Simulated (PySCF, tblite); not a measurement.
Isomers of C5H11NO2Si, one GFN2-xTB conformer each. Single-point energies are computed at PBE0/pcSseg-1 (PySCF, gas phase, no added dispersion term), electronic only.

Problem. Rank them by PBE0/pcSseg-1 energy, lowest first (kJ/mol).
A. `[CH2:1]=[CH:2][CH2:3][NH:4][SiH2:5][O:6][C:7]([CH3:8])=[O:9]` with C1–C2–C3–N4 124°, C2–C3–N4–Si5 84°, C3–N4–Si5–O6 -177°, N4–Si5–O6–C7 -171°, Si5–O6–C7–C8 179°
B. `[CH3:1][C@H:2]([CH2:3][OH:4])[O:5][SiH2:6][CH2:7][C:8]#[N:9]` with C1–C2–C3–O4 -179°, C2–C3–O4–H 156°, C1–C2–O5–Si6 162°, C2–O5–Si6–C7 -91°, O5–Si6–C7–C8 72°
C. `[OH:1][Si@@:2]1([C@@H:3]2[CH2:4][CH2:5][NH:6]2)[CH2:7][CH2:8][O:9]1` with H–O1–Si2–C3 0°, O1–Si2–C3–C4 90°, Si2–C3–C4–C5 -122°, C3–C4–C5–N6 11°, C4–C5–N6–C3 -12°, O1–Si2–C7–C8 110°

Solution. A (0.0), C (27.1), B (73.6).

As drawn, the lowest has a C=O bond, an N–H bond and a C(=O)–O unit, which the highest lacks; the highest has a C≡N group, an O–H bond and an Si–C bond, which the lowest lacks. GFN2-xTB itself gives, in the same order: 0.0, 84.4, 111.8. Both levels put the same isomer lowest; measured from each level's own lowest isomer, the values differ by up to 57.3 kJ/mol (O[Si@@]1([C@@H]2CCN2)CCO1: 84.4 against 27.1).

Problem. Which frontier levels, dipoles and rotational constants go with these structures?

Solution. 
```tsv
SMILES	HOMO (eV, PBE0/pcSseg-1)	LUMO (eV)	dipole (D)	A, B, C (MHz)
C=CCN[SiH2]OC(C)=O	-7.00	0.14	2.74	4567, 502.5, 485.0
O[Si@@]1([C@@H]2CCN2)CCO1	-6.69	0.86	3.65	3024, 901.0, 830.8
C[C@H](CO)O[SiH2]CC#N	-8.06	0.64	1.70	1894, 1084, 853.2
```

Problem. What happens when harmonic zero-point energies from GFN2-xTB frequencies are added?

Solution. 
```
                   SMILES  ZPE (kJ/mol)  electronic (kJ/mol)  with ZPE (kJ/mol)
       C=CCN[SiH2]OC(C)=O         401.4                  0.0                0.0
O[Si@@]1([C@@H]2CCN2)CCO1         424.0                 27.1               49.6
    C[C@H](CO)O[SiH2]CC#N         403.6                 73.6               75.9
```

The zero-point energies span 22.6 kJ/mol. The order is unchanged.
